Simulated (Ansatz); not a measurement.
The first iterations of a band of C2H7BSeSi (12 atoms, charge 0, multiplicity 1).

The calculation used RKS PBE-D4/def2-SVP (Ansatz 0.2.0).

```json
{
 "movable images": "5",
 "climbing image": "yes",
 "spring": "5.0 eV/Å²",
 "optimiser": "quadratic models (default)",
 "start path": "through a guess of the saddle point",
 "force threshold": "0.03 eV/Å",
 "iteration limit": "60",
 "end points": "relaxed"
}
```

Initial state:

```xyz
12
Properties=species:S:1:pos:R:3
C -1.729 -0.669 0.795
C -0.469 0.119 1.076
Se 1.179 -0.919 1.756
B 0.794 0.084 0.184
Si 1.633 0.611 -1.548
H -2.254 -0.971 1.724
H -1.524 -1.581 0.200
H -2.430 -0.034 0.209
H -0.630 1.015 1.705
H 1.652 2.114 -1.679
H 0.815 0.073 -2.697
H 3.042 0.103 -1.692
```

Final state:

```xyz
12
Properties=species:S:1:pos:R:3
C -1.786 -0.385 0.852
C -0.336 -0.060 1.132
Se 0.986 -1.636 1.291
B 0.797 -0.175 0.085
Si 1.628 0.568 -1.570
H -2.308 -0.788 1.745
H -1.896 -1.117 0.027
H -2.315 0.546 0.550
H -0.187 0.637 1.978
H 0.615 0.575 -2.689
H 2.828 -0.218 -2.024
H 2.052 1.998 -1.343
```

| iteration | highest image above the first end (eV) | largest band force component (eV/Å) |
| --- | --- | --- |
| 1 | 75.247 | 205.642 |
| 2 | 31.989 | 89.767 |
| 3 | 15.369 | 45.163 |
| 4 | 6.775 | 20.269 |

Task: Does the band converge within its limit, and where does its top end?

Result: The run converged. It ended after 14 iterations with the highest image 0.013 eV above the first end. Beside the main top the profile has a ripple of under 15 meV (maxima at images 2, 5), which may be a very shallow well or noise. A vibrational analysis at the climbing image gives one clearly imaginary mode, 54i cm⁻¹: a first-order saddle point.

Run time: 5.8 min on 2 threads of Arm Neoverse N1 (shared host), peak memory 0.19 GiB.
